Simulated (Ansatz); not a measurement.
Gas-phase electronic energies from Ansatz, PBE0-D4/def2-TZVP geometries. CBS: MP2 limit from def2 TZ/QZ plus the TZ coupled-cluster correction, frozen cores. This one scheme is used for every species. Functionals use def2-TZVPP. B3LYP here is the variant with VWN-RPA as its local correlation; programs differ in this. Each species was taken in one conformer, which may not be the lowest.

Reaction (substitution at a C–Si bond): `CC(F)[SiH2][SiH3]` + `N=CO` → `CC(F)OC=N` + `[SiH3][SiH3]`

`CC(F)[SiH2][SiH3]`:

Z-matrix (Å, degrees):
```
C
C 1 1.509
H 1 1.093 2 110.6
H 1 1.093 2 110.1 3 119.5
H 1 1.092 2 111.1 3 -120.6
F 2 1.403 1 108.9 3 57.7
Si 2 1.909 1 114.5 3 178.5
H 2 1.097 1 109.9 3 -58.4
Si 7 2.339 2 110.4 1 -171.2
H 7 1.491 2 107.9 1 68.1
H 7 1.489 2 108.9 1 -49.2
H 9 1.486 7 110.7 2 66.4
H 9 1.488 7 110.1 2 -173.2
H 9 1.489 7 109.7 2 -53.9
```

`N=CO`:

```xyz
6

N    -0.406   -0.306    0.904
C    -0.063   -0.096   -0.288
O     0.869    0.806   -0.611
H    -1.122   -1.022    0.961
H    -0.448   -0.586   -1.185
H     1.169    1.203    0.219
```

`CC(F)OC=N`:

```xyz
12

C    -1.880    0.057    0.133
C    -0.458    0.387   -0.207
F    -0.388    0.848   -1.498
O     0.300   -0.792   -0.125
C     1.629   -0.665    0.050
N     2.214    0.437    0.183
H    -2.499    0.946    0.014
H    -2.247   -0.728   -0.529
H    -1.947   -0.286    1.166
H    -0.013    1.153    0.430
H     2.081   -1.659    0.064
H     3.209    0.301    0.318
```

`[SiH3][SiH3]`:

Z-matrix (Å, degrees):
```
Si
Si 1 2.338
H 1 1.488 2 110.3
H 1 1.488 2 110.3 3 120.0
H 1 1.488 2 110.3 3 -120.0
H 2 1.488 1 110.3 3 59.9
H 2 1.488 1 110.3 3 179.9
H 2 1.488 1 110.3 3 -60.1
```

```json
{"level": "PBE-D4", "ΔE (eV)": "0.24"}
{"level": "r2SCAN-D4", "ΔE (eV)": "0.17"}
{"level": "PBE0-D4", "ΔE (eV)": "0.20"}
{"level": "B3LYP-D4", "ΔE (eV)": "0.19"}
{"level": "B3LYP", "ΔE (eV)": "0.16"}
{"level": "CCSD/def2-TZVPP", "ΔE (eV)": "0.13"}
{"level": "HF/def2-QZVPP", "ΔE (eV)": "0.01"}
{"level": "CCSD/CBS(def2)", "ΔE (eV)": "0.19"}
```

**Question.** What does CCSD(T)/CBS give? (Estimate.)

**Answer.** Computed: +0.19 eV. The listed levels differ from it by 0.05, -0.02, 0.01, 0.00, -0.03, -0.06, -0.18, 0.00 eV.

Largest T1 diagnostic among the species: 0.014.

From PBE to PBE0 (25 % exact exchange), in def2-TZVPP and without D4, ΔE moves by −0.03 eV. The D4 term adds +0.03 eV with B3LYP and +0.02 eV with PBE0; it sums over pairs of atoms, weighted by their polarisabilities, and B3LYP, whose exchange is more repulsive, gets the larger term.
